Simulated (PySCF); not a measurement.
## An excited-state table with gaps

Compound: B₂H₅OP.
SMILES: `BOBP`

Method: PySCF 2.14.0, density-fitted response routines, TDDFT wB97X-D/def2-SVPD, vertical, gas phase, core orbitals frozen in the response. Geometry: PBE0-D3(BJ)/def2-SVP, one conformer, isolated molecule.

Orbital energies (eV): HOMO-3 -12.67, HOMO-2 -11.15, HOMO-1 -10.63, HOMO -9.26, LUMO 0.89, LUMO+1 1.05, LUMO+2 1.72.

Lowest singlets, with some entries withheld (?).

```tsv
state	ν̃ (cm⁻¹)	f	main configurations (H = HOMO, L = LUMO)
S1	44650	?	H→L (60%), H→L+1 (22%)
S2	49100	?	H-1→L+1 (26%), H→L+1 (22%), H-2→L+1 (19%)
S3	53600	?	H→L+4 (39%), H→L+2 (39%), H→L+3 (10%)
S4	54030	?	H-1→L (53%), H→L+1 (16%), H-2→L (10%)
S5	54400	?	H→L+1 (25%), H→L (22%), H-1→L+1 (19%)
S6	56990	?	H→L+4 (49%), H→L+2 (22%)
S7	62920	?	H-2→L (22%), H-2→L+1 (22%), H→L+6 (17%)
S8	64080	?	H-2→L (40%), H-1→L+1 (19%), H→L+6 (16%)
S9	65460	?	H-2→L+1 (43%), H→L+6 (15%), H→L+5 (10%)
S10	66370	?	H-1→L+2 (53%), H→L+5 (18%), H-2→L+2 (9%)
```

Q: Fill in the withheld entries.

A: 
- S1: f = 0.066
- S2: f = 0.0029
- S3: f = 0.022
- S4: f = 0.047
- S5: f = 0.113
- S6: f = 0.229
- S7: f = 0.156
- S8: f = 0.150
- S9: f = 0.113
- S10: f = 0.089

Q: Where do the lowest triplets lie (Tamm–Dancoff)?

A: T1 4.68 eV, H→L (69%), H→L+1 (23%); T2 5.63 eV, H-2→L+1 (26%), H-1→L+1 (21%), H-1→L (20%); T3 5.93 eV, H→L+4 (65%), H→L+2 (14%), H→L+3 (9%); T4 6.07 eV, H-1→L+1 (31%), H-1→L (29%), H-2→L (19%). E(S1) − E(T1) = +0.85 eV.

Q: Which level carries the most intensity, and what share of the listed sum of f?

A: S6, with f = 0.229 of 0.987, 23%.

Q: What is the vertical ionisation energy by ΔSCF at this level?

A: 9.65 eV; −ε(HOMO) is 9.26 eV.

The run took 51 s wall (with the writing of density and orbital grids) on one thread of an Intel Xeon at 2.50 GHz, shared host with 64 logical CPUs at a one-minute load of 62, and the process peaked at 0.59 GiB of memory.
